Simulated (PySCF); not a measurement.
A TDDFT job was run through a driver script with this input:

```
{"job": {"kind": "uv", "xc": "PBE0", "basis": "def2-SVPD", "ip": true}, "charge": 0, "multiplicity": 1}
Ge     2.516183    -1.224391     0.033832
O      0.986589    -1.042785     0.934375
C     -0.161656    -0.494111     0.327866
B     -1.216248     0.022368     1.371482
C     -2.684893     0.264765     0.882549
C     -3.133497    -0.644029    -0.265950
C     -2.052188    -0.824219    -1.326425
C     -0.762284    -1.399386    -0.750187
H      2.680238     0.009319    -0.882156
H      3.605945    -1.287789     1.111674
H      2.514192    -2.514820    -0.811263
H      0.091303     0.476691    -0.180463
H     -0.853155     0.325196     2.486067
H     -2.659528     1.321876     0.535581
H     -3.408568     0.271403     1.713607
H     -3.392598    -1.636963     0.142836
H     -4.057458    -0.262142    -0.730860
H     -1.837653     0.150472    -1.803288
H     -2.421650    -1.480009    -2.131166
H     -0.958624    -2.389288    -0.301451
H     -0.028769    -1.570975    -1.558506
```

The program printed:

```
coarse grid: 75816 points
cycle   1  E = -2374.2269432636  dE =  1.082e-01  |g| = 7.924e-01  |ddm| = 6.671e+00
cycle   2  E = -2373.9728246370  dE =  2.541e-01  |g| = 1.377e+00  |ddm| = 3.737e+00
cycle   3  E = -2374.3429123432  dE = -3.701e-01  |g| = 1.796e-01  |ddm| = 2.649e+00
cycle   4  E = -2374.3487081683  dE = -5.796e-03  |g| = 5.608e-02  |ddm| = 3.113e-01
cycle   5  E = -2374.3493392671  dE = -6.311e-04  |g| = 1.140e-02  |ddm| = 1.122e-01
cycle   6  E = -2374.3493686682  dE = -2.940e-05  |g| = 3.445e-03  |ddm| = 3.155e-02
cycle   7  E = -2374.3493711808  dE = -2.513e-06  |g| = 4.474e-04  |ddm| = 5.916e-03
final grid: 161336 points
cycle   8  E = -2374.3494080093  dE = -2.141e-07  |g| = 5.003e-04  |ddm| = 1.903e-02
cycle   9  E = -2374.3494079734  dE =  3.598e-08  |g| = 6.347e-04  |ddm| = 2.121e-03
cycle  10  E = -2374.3494080726  dE = -9.924e-08  |g| = 7.882e-05  |ddm| = 9.584e-04
cycle  11  E = -2374.3494080737  dE = -1.074e-09  |g| = 2.379e-05  |ddm| = 1.679e-04
cycle  12  E = -2374.3494080738  dE = -1.060e-10  |g| = 5.657e-06  |ddm| = 6.000e-05
converged SCF energy = -2374.3494080738

Static polarisability (au): isotropic 105.876, principal 88.839 102.682 126.106

Singlet excitations
state   eV       nm        f      main configurations
  1   4.9634    249.8   0.00122   H->L 0.92
  2   5.4817    226.2   0.01141   H-1->L 0.91
  3   5.8967    210.3   0.00189   H-2->L 0.92
  4   6.4782    191.4   0.00769   H->L+1 0.48, H-1->L+1 0.24, H->L+2 0.18
  5   6.7152    184.6   0.04126   H-1->L+1 0.43, H->L+2 0.26, H-1->L+2 0.11
  6   6.8044    182.2   0.02948   H->L+2 0.50, H->L+1 0.36
  7   6.8872    180.0   0.01483   H-3->L 0.82
  8   7.0115    176.8   0.02271   H-1->L+2 0.69, H-1->L+1 0.22
  9   7.0978    174.7   0.00598   H-4->L 0.97
 10   7.3062    169.7   0.00168   H->L+3 0.93

Triplet excitations (Tamm-Dancoff, eV): 4.5093 5.1652 5.3869 6.1362
Vertical ionisation energy (delta-SCF) = 9.1648 eV
```

Theory: PySCF 2.14.0, density-fitted response routines, TDDFT PBE0/def2-SVPD, vertical, gas phase, core orbitals frozen in the response. Geometry: PBE0-D3(BJ)/def2-SVP, one conformer, isolated molecule. Relativistic effects, spin–orbit coupling among them, are left out although an element past zinc is present.

(1) What share of the summed oscillator strength falls to the strongest level in this window?

(2) How many basis functions and electrons does this run hold?

(3) Give the mean polarisability in Å³.

(4) Give the energy of state 6 in hartree, cm⁻¹ and kJ/mol.

(5) What is the total energy of state 6 at this geometry?

(6) Write the structure that the coordinates describe.

Answers

(1) State 5 at 185 nm: 0.0413 of 0.1381, or 30%.

(2) 285 basis functions for 88 electrons in 44 doubly occupied orbitals.

(3) 105.88 au × 0.148185 = 15.69 Å³.

(4) 0.25006 hartree, 54881 cm⁻¹, 656.5 kJ/mol.

(5) -2374.34941 + 0.25006 = -2374.09935 hartree.

(6) `[GeH3][O][C@@H]1BCCCC1` (C5H13BGeO), point group C1.

The SCF starts on a coarse grid; the energy jumps when the final grid takes over, and dE counts afresh there. H and L stand for HOMO and LUMO.
